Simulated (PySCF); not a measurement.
Ionisation energy of Xe⁺ by level of theory

Xe⁺ [Kr] 4d10 5s2 5p5 (2P) → Xe²⁺ [Kr] 4d10 5s2 5p4 (3P), as a difference of total energies. Calculation: PySCF 2.14, in aug-cc-pwCVTZ-PP with ECP28MDF; a scalar-relativistic core potential. Correlated levels: valence: 4s2 4p6 4d10 frozen; valence and next inner shell: nothing frozen outside the core potential. The calculations carry no spin-orbit coupling.

| method | ionisation energy (eV) |
| --- | --- |
| UHF | 20.067 |
| LDA | 21.367 |
| PBE | 21.057 |
| PBE0 | 21.104 |
| wB97X-V | 21.191 |
| PBEsol | 21.083 |
| revPBE | 20.978 |
| B97-3 | 21.044 |
| MP2 (valence) | 20.826 |
| SCS-MP2 (valence) | 20.832 |
| SCS-MP2 (valence and next inner shell) | 20.968 |

Question: Estimate what r2SCAN gives.

Answer: 21.119 eV, closest to PBE0 among the rows shown.

Question: Estimate what MP2 (valence and next inner shell) gives.

Answer: 21.017 eV, closest to B97-3 among the rows shown.

The reference lies between the lowest fine-structure levels, while these numbers refer to the centres of the terms.

Errors of the correlated levels include the incompleteness of this basis and the frozen core.

For comparison: 20.975 eV (semi-empirical (NIST evaluation); NIST Atomic Spectra Database, ionization energies).
